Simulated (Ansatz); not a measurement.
Basis-set extrapolation for F$_{3}$H$_{3}$Si$_{2}$, SMILES `F[SiH2][SiH](F)F` (PBE0-D4/def2-TZVP geometry, frozen core, the Gaussian-basis code of Ansatz). Multiplicity 1, RHF reference.

```json
{"": "HF", "def2-TZVPP": "-878.285322", "def2-QZVPP": "-878.318812"}
{"": "MP2 correlation", "def2-TZVPP": "-0.982017", "def2-QZVPP": "-1.074970"}
{"": "CCSD(T) correlation", "def2-TZVPP": "-1.038965", "def2-QZVPP": "not run"}
```

Energies in hartree. Use E(X) = E(∞) + A·exp(−7.88·√X) for Hartree–Fock and E(X) = E(∞) + B·X^(−2.97) for correlation, with X = 3 and 4, and add CCSD(T) minus MP2 of the smaller set to the MP2 limit.

What is the CCSD(T) energy at the basis-set limit?

HF limit: -878.318812 + (-0.033490) × 0.13774 = -878.32342. MP2 limit: -1.074970 + (-0.092953) × 0.74074 = -1.14382. Higher-order term: -1.038965 − (-0.982017) = -0.05695. Total: -879.52419 hartree, 524.8 kJ/mol below CCSD(T)/def2-TZVPP.
